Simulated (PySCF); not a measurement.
Two-component Hartree-Fock for Eu⁴⁸⁺ (europium, charge +48)

Start: [Ne] 3s2 3p3; 3p1/2 filled at m_j = -1/2, +1/2; 3p3/2 filled at m_j = +3/2. Calculated with PySCF 2.14 in an even-tempered Gaussian basis (18 s from 12 bohr⁻², ratio 2.4; 14 p from 16 bohr⁻², ratio 2.4; 4 d from 56 bohr⁻², ratio 2.6; 4 f from 84 bohr⁻², ratio 2.6): generalised Hartree-Fock with the X2C-1e Hamiltonian and a Gaussian nucleus; one run each with spin-orbit coupling (SO) switched off, then screened by Boettger's factors.

```json
{"spinor shell": "1s1/2", "electrons": "2", "ε, spin-free (eV)": "-52057.9", "ε, screened SO (eV)": "-52043.3", "weight of nominal j (screened SO)": "1.000", "rms radius, screened SO (bohr)": "0.0254"}
{"spinor shell": "2s1/2", "electrons": "2", "ε, spin-free (eV)": "-11266.4", "ε, screened SO (eV)": "-11260.0", "weight of nominal j (screened SO)": "1.000", "rms radius, screened SO (bohr)": "0.101"}
{"spinor shell": "2p1/2", "electrons": "2", "ε, spin-free (eV)": "-10395.8", "ε, screened SO (eV)": "-10865.6", "weight of nominal j (screened SO)": "1.000", "rms radius, screened SO (bohr)": "0.0866"}
{"spinor shell": "2p3/2", "electrons": "4", "ε, spin-free (eV)": "-10395.8", "ε, screened SO (eV)": "-10187.5", "weight of nominal j (screened SO)": "1.000", "rms radius, screened SO (bohr)": "0.0926"}
{"spinor shell": "3s1/2", "electrons": "2", "ε, spin-free (eV)": "-4442.0", "ε, screened SO (eV)": "-4439.4", "weight of nominal j (screened SO)": "1.000", "rms radius, screened SO (bohr)": "0.244"}
{"spinor shell": "3p1/2", "electrons": "2", "ε, spin-free (eV)": "-4198.8", "ε, screened SO (eV)": "-4299.5", "weight of nominal j (screened SO)": "0.999", "rms radius, screened SO (bohr)": "0.232"}
{"spinor shell": "3p3/2", "electrons": "1", "ε, spin-free (eV)": "-4198.8", "ε, screened SO (eV)": "-4134.8", "weight of nominal j (screened SO)": "1.000", "rms radius, screened SO (bohr)": "0.242"}
```

| quantity | spin-free | screened SO |
| --- | --- | --- |
| E (hartree) | -8591.75946 | -8603.07443 |
| M_J | 3/2 | 3/2 |
| ⟨J²⟩ | 3.750 | 3.750 |
| ⟨L²⟩ | 0.000 | 2.485 |
| ⟨S²⟩ | 3.750 | 1.532 |

Each row is a mean over spinors that exchange with the open shell spreads, by up to 26.133 eV (3s1/2).

Breit and QED terms are absent; they matter most for the inner s and p1/2 levels.

Densities and radii are taken from the X2C orbitals without a picture-change correction, which distorts them close to the nucleus.

Without spin-orbit coupling the j labels of p, d and f shells carry no meaning; the spin-free column gives the mean over the occupied spinors of each nl shell.
